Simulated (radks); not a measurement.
Q: The mean radii <r> (bohr) of the occupied orbitals of an atom or ion are listed with their occupations. All-electron calculation, scalar-relativistic Kohn-Sham, PBE, spin-unpolarised, spherical densities, finite nucleus; Fermi nuclear charge, rms radius of each element as measured or else 0.836 A^(1/3) + 0.57 fm. Program: a radial shooting solver on a logarithmic mesh with Libxc functionals.

orbital  occ.      <r>
1s          2  0.02074
2s          2  0.08810
2p          6  0.07806
3s          2   0.2299
3p          6   0.2289
3d         10   0.2078
4s          2   0.5189
4p          6   0.5502
4d         10   0.5966
5s          2    1.276
5p          6    1.510
4f         11   0.8426

Name the element and its charge.

A: Z = 67, holmium, charge +2: Ho2+ in [Xe] 4f11. The 1s radius gives Z: for a bare nucleus <r> = (2 gamma + 1)/(2Z) with gamma = sqrt(1 - (Z/c)^2), 0.02048 bohr for Z = 67, and screening makes it slightly larger (0.02074 here). The occupations add up to 65, and the charge is Z minus that.
